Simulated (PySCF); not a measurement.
**Excitation energy of Nb by level of theory**

Nb [Kr] 4d4 5s1 (6D) → Nb [Kr] 4d5 (6S), as a difference of total energies. Calculation: PySCF 2.14, in x2c-TZVPPall with one added diffuse shell each of s, p, d, f type (9s7p7d3f1g, 95 functions); the spin-free X2C one-electron Hamiltonian (Gaussian nucleus). Correlated levels: valence and next inner shell: [Ar] 3d10 frozen. The calculations carry no spin-orbit coupling.

```csv
method,excitation energy (eV)
UHF,1.676
MP2 (valence and next inner shell),1.299
SCS-MP2 (valence and next inner shell),1.499
CCSD (valence and next inner shell),1.418
CCSD(T) (valence and next inner shell),1.385
```

**Question.** How much does correlation contribute at CCSD(T) (valence and next inner shell)?

**Answer.** 1.385 − (1.676) = -0.291 eV, measured against UHF.

A first-order spin-orbit estimate (lowest level to lowest level, LS coupling) adds 0.084 eV.
